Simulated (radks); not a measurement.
Species: Se2+. Configuration: [Ar] 3d10 4s2 4p2 (the NIST ground configuration).

All-electron calculation, Dirac Kohn-Sham, PBE, spin-unpolarised, spherical densities, finite nucleus; open shells fill j = l - 1/2 first; Fermi nuclear charge, rms radius 4.14 fm. Program: a radial shooting solver on a logarithmic mesh with Libxc functionals.

Energy parts (eV):
part                       energy
total                  -66095.693
kinetic                 67682.397
electron-nucleus      -158885.247
Hartree                 27481.951
exchange-correlation    -2374.793

Orbitals (lengths in bohr, moments of r in powers of bohr; r(90%) holds 90 % of the orbital's charge):
orbital,occ.,eigenvalue (eV),<r^4>,r(90%)
1s1/2,2,-12523.69,0.00001763,0.0788
2s1/2,2,-1629.129,0.003543,0.303
2p1/2,2,-1463.838,0.002454,0.276
2p3/2,4,-1422.074,0.002643,0.281
3s1/2,2,-235.9675,0.2296,0.856
3p1/2,2,-179.4309,0.2703,0.891
3p3/2,4,-173.5545,0.2901,0.907
3d3/2,4,-76.1281,0.5338,1.04
3d5/2,6,-75.2308,0.5486,1.05
4s1/2,2,-37.5099,16.43,2.49
4p1/2,2,-25.7079,31.83,2.95
4p3/2,0,-25.1949,33.76,2.99

The highest occupied level is 4p1/2 at -25.708 eV. The electron density at the nucleus is 3.977e+04 e/bohr^3.
